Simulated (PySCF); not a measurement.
# `InChI=1S/C3H3Br/c1-2-3-4/h1H,3H2`

Molfile (atoms numbered from 1):
```
C3H3Br
     RDKit          3D

  7  6  0  0  0  0  0  0  0  0999 V2000
    1.6412   -0.5198    0.3199 C   0  0  0  0  0  0  0  0  0  0  0  0
    0.5031   -0.2329    0.0725 C   0  0  0  0  0  0  0  0  0  0  0  0
   -0.8634    0.0939   -0.2306 C   0  0  0  0  0  0  0  0  0  0  0  0
   -1.2953    1.9457    0.2321 Br  0  0  0  0  0  0  0  0  0  0  0  0
    2.6526   -0.7685    0.5390 H   0  0  0  0  0  0  0  0  0  0  0  0
   -1.5607   -0.5211    0.3352 H   0  0  0  0  0  0  0  0  0  0  0  0
   -1.0742   -0.0004   -1.2943 H   0  0  0  0  0  0  0  0  0  0  0  0
  1  2  3  0
  2  3  1  0
  3  4  1  0
  1  5  1  0
  3  6  1  0
  3  7  1  0
M  END
```

Method: quadratic response CAM-B3LYP/aug-cc-pVTZ first hyperpolarisability, Taylor convention, gas phase in PySCF. Geometry: PBE0-D3(BJ)/def2-TZVP.

The calculation is non-relativistic, which matters for the atoms heavier than Zn.

**Question.** Give the tensor of the static β(0;0,0) in the axes of these coordinates.

**Answer.** In au, Taylor convention; rows are the first index (the induced dipole):
|  | xx | yy | zz | xy | xz | yz |
| --- | --- | --- | --- | --- | --- | --- |
| x | +51.8 | +20.6 | +1.3 | -51.1 | -0.3 | -0.4 |
| y | -51.1 | -46.5 | -21.2 | +20.6 | -0.4 | +8.2 |
| z | -0.3 | +8.2 | -24.1 | -0.4 | +1.3 | -21.2 |

Norm of βᵢ = ⅓ Σⱼ (βᵢⱼⱼ + βⱼᵢⱼ + βⱼⱼᵢ): 140.7 au, hyper-Rayleigh value 55.1 au.
